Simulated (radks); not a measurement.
Effect of the nuclear size on the chlorine ion Cl+, [Ne] 3s2 3p4. All-electron calculation, Dirac Kohn-Sham, relativistic LDA (MacDonald-Vosko exchange, VWN5 correlation), spin-unpolarised, spherical densities, finite nucleus; open shells are shared between the two j in proportion to 2j + 1; Fermi nuclear charge, rms radius 3.3654 fm. Program: a radial shooting solver on a logarithmic mesh with Libxc functionals. The rms radius is varied about that value; shifts are against it.

rms radius (fm),total energy shift (eV),density at nucleus (e/bohr^3),1s1/2 shift (meV),2s1/2 shift (meV)
2.8034,-0.00426,3570,-1.79,-0.130
3.0457,-0.00251,3564,-1.05,-0.077
3.3654,0,3557,0.000,0.000
3.6851,0.00276,3551,1.16,0.084
3.9981,0.00570,3546,2.39,0.174

Slopes of the eigenvalues against <r^2> in GHz/fm^2, as finite differences over the two radii next to the reference (eigenvalue slopes, not the field-shift constants of lines): 1s1/2 124, 2s1/2 9.05.
